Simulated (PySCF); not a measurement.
Compound: C8H16N2.
Numbering: `[CH2:1]=[CH:2][N:3]([NH:4][CH:5]1[CH2:6][CH2:7]1)[CH:8]([CH3:9])[CH3:10]`

NICS = −σ at a ghost point: NICS(0) at the centroid of the ring atoms, NICS(1) 1 Å to either side along the normal of their mean plane, zz for the tensor component along that normal. Level: GIAO PBE0/pcSseg-1 (PySCF, non-relativistic, gas phase) on the GFN2-xTB geometry, one conformer.

Ring bond lengths (Å), with Mayer bond orders in brackets: C5–C6 1.494 (0.97), C6–C7 1.500 (0.98), C7–C5 1.503 (0.95).

Q: Give the NICS values of each ring in ppm.

A: 
```csv
ring,type,NICS(0),"NICS(1), two faces","NICS(1)zz, two faces",rms pucker (Å),"centre to ring atoms, mean (Å)"
C5–C6–C7,3-membered carbocycle; formal bonds all single,-42.7,-9.3 / -7.9,-23.6 / -17.8,0.00,0.87
```

Q: What can be read from them?

A: 
- C5–C6–C7: mean NICS(1)zz -20.7 ppm, shielded. C5, C6, C7 have four or more neighbours, so the value isn't read as a sign of a π ring current. The two faces differ by 5.8 ppm, so no symmetry operation interchanges them. NICS(0) lies 34 ppm below the mean NICS(1).

Q: At the first NICS(1) probe listed for ring C5–C6–C7, 1 Å off the ring, what do the in-plane components average?

A: The isotropic value is a third of the trace: (3 × -9.3 − (-23.6))/2 = -2.2 ppm.

Q: Give the inner angles of the rings and the Hirshfeld charges of the ring atoms.

A: 
- C5–C6–C7: C5 60.1° (-0.003 e), C6 60.2° (-0.092 e), C7 59.7° (-0.097 e); sum 180.0° against 180° for a flat convex ring.

Q: How shielded are the nuclei of the rings and their hydrogens (means over atoms taken as equivalent)?

A: 
| atoms | environment | σ isotropic (ppm) | principal values of the symmetric part, first atom (ppm) |
| --- | --- | --- | --- |
| C5 | sp3 carbon bound to nitrogen | 156.0 | 117.8, 140.9, 209.3 |
| C6 (×2) | three-membered-ring carbon | 176.6 | 157.9, 176.9, 206.2 |
| H on C5 | methine hydrogen | 28.90 | 21.9, 29.9, 34.9 |
| H on C6 (×2) | methylene hydrogen | 31.27 | 25.9, 28.9, 39.2 |
| H on C6 (×2) | methylene hydrogen | 31.21 | 25.4, 26.4, 41.5 |

Cost: about 2.9 min of CPU time on one thread; the machine was shared, so the figure is rough. This is the whole shielding run at PBE0/pcSseg-1, SCF included.

Conformer computed: `[CH2:1]=[CH:2][N:3]([NH:4][CH:5]1[CH2:6][CH2:7]1)[CH:8]([CH3:9])[CH3:10]`: C1–C2–N3–N4 -10°, C2–N3–N4–C5 -68°, N3–N4–C5–C6 176°, C2–N3–C8–C9 -153°.
